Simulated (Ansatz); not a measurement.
Compare A (`[OH][GeH2][SiH](O)Cl`) with its isomer B (`[OH][Ge]([OH])([SiH3])[Cl]`).

Program: Ansatz. Geometries: PBE0-D4/def2-TZVP. ΔE: electronic, gas phase. CCSD(T)/CBS is the MP2 limit (def2-TZVPP, def2-QZVPP) plus CCSD(T) − MP2 in def2-TZVPP, frozen cores. DFT in def2-TZVPP. B3LYP here is the variant with VWN-RPA as its local correlation; programs differ in this. For Ge outer-core shells are correlated without core-valence functions, which leaves a few kJ/mol of doubt a bond. Scalar relativity is left out up to krypton. One conformer a species, not always the lowest.

A:

Z-matrix (Å, degrees):
```
Ge
Si 1 2.387
O 1 1.807 2 94.0
H 1 1.543 2 117.5 3 -113.7
H 1 1.541 2 117.0 3 113.7
Cl 2 2.059 1 108.9 3 -106.6
O 2 1.632 1 102.8 3 12.6
H 2 1.478 1 117.7 3 132.6
H 3 0.959 1 114.9 2 172.6
H 7 0.967 2 113.5 1 -18.2
```

B:

Z-matrix (Å, degrees):
```
Ge
O 1 1.772
Si 1 2.379 2 116.1
O 1 1.761 2 106.5 3 121.7
Cl 1 2.173 2 104.6 3 -122.0
H 2 0.961 1 112.0 3 106.0
H 3 1.483 1 107.5 2 -61.4
H 3 1.482 1 108.2 2 179.0
H 3 1.483 1 108.8 2 58.4
H 4 0.962 1 112.3 2 39.3
```

(1) Which is lower in electronic energy at CCSD(T)/CBS, and by how much? (Best estimate.)

(2) Give E(B) − E(A) in kcal/mol with BLYP-D4, LDA (SPW92), CCSD(T)/def2-SVP, MP2/def2-TZVPP, PBE0-D4, PBE-D4, B3LYP-D4. (An estimate is asked.)

(3) Does the order hold for the free energy at 298.15 K (harmonic terms from PBE0-D4)? (An estimate is asked.)

Largest T1 diagnostic: 0.012.

## Answers

(1) Computed: A, by 13.2 kcal/mol.

(2) Ansatz gave: BLYP-D4 11.7, LDA (SPW92) 15.3, CCSD(T)/def2-SVP 8.8, MP2/def2-TZVPP 12.1, PBE0-D4 12.7, PBE-D4 12.0, B3LYP-D4 12.5. None reverses the order clearly.

(3) Computed: Yes: G(B) − G(A) = +12.1 kcal/mol, for one conformer each. Modes under 60 cm⁻¹, often nearly free rotors, make the harmonic entropy too high.

At CCSD(T), def2-SVP lies −4.3 kcal/mol from the extrapolated value and def2-TZVPP −1.6 kcal/mol. From BLYP to BHLYP (50 % exact exchange), in def2-TZVPP and without D4, E(B) − E(A) moves by +1.5 kcal/mol.
